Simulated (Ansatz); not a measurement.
The cluster Se₂S⁺. Total charge 1; doublet. Geometry PBE0-D4/def2-TZVP.

```
atom   x (Å)   y (Å)   z (Å)
  S1   0.132   0.110  -0.921
 Se2  -0.982  -1.282   0.173
 Se3   0.850   1.172   0.748
```

LC-ωPBE has ω = 0.4 bohr⁻¹. At r2SCAN-D4/def2-TZVP, PBE0-D4/def2-TZVP, LC-ωPBE/def2-TZVP, ωB97M-V/def2-TZVP the charge 1 doublet is spin-contaminated (final ⟨S²⟩ up to 1.55, 0.75 for a pure state). The geometry of the doublet was relaxed on an unsound state (⟨S²⟩ 1.31, where a pure state has 0.75). Another isomer (doublet) lies 0.46 eV lower at PBE0-D4/def2-TZVP; other spin states weren't run for this one.

(1) Estimate the α-spin orbital energies around the gap (eV) in Ansatz with PBE-D4/def2-TZVP, r2SCAN-D4/def2-TZVP, PBE0-D4/def2-TZVP, LC-ωPBE/def2-TZVP, ωB97M-V/def2-TZVP.

## Answers

(1) 
| orbital | PBE-D4/def2-TZVP | r2SCAN-D4/def2-TZVP | PBE0-D4/def2-TZVP | LC-ωPBE/def2-TZVP | ωB97M-V/def2-TZVP |
| --- | --- | --- | --- | --- | --- |
| HOMO−5 | -16.35 | -16.75 | -17.63 | -20.42 | -19.77 |
| HOMO−4 | -16.07 | -16.44 | -17.36 | -20.08 | -19.49 |
| HOMO−3 | -15.40 | -15.75 | -16.65 | -19.71 | -18.95 |
| HOMO−2 | -13.06 | -13.42 | -14.38 | -17.33 | -16.56 |
| HOMO−1 | -12.49 | -12.89 | -13.73 | -16.52 | -15.75 |
| HOMO | -11.99 | -12.37 | -13.24 | -15.64 | -15.10 |
| LUMO | -11.20 | -11.09 | -10.19 | -7.53 | -7.97 |
| LUMO+1 | -8.08 | -7.97 | -7.20 | -4.99 | -5.14 |
| LUMO+2 | -7.97 | -7.69 | -6.84 | -4.34 | -4.64 |
| LUMO+3 | -2.57 | -2.07 | -1.61 | 0.71 | 0.39 |
| LUMO+4 | -2.21 | -1.74 | -1.23 | 1.18 | 0.84 |
| LUMO+5 | -2.14 | -1.58 | -1.16 | 1.21 | 0.92 |
| β HOMO | -12.28 | -12.65 | -13.37 | -15.64 | -15.22 |
| β LUMO | -11.10 | -11.07 | -10.44 | -8.41 | -8.61 |
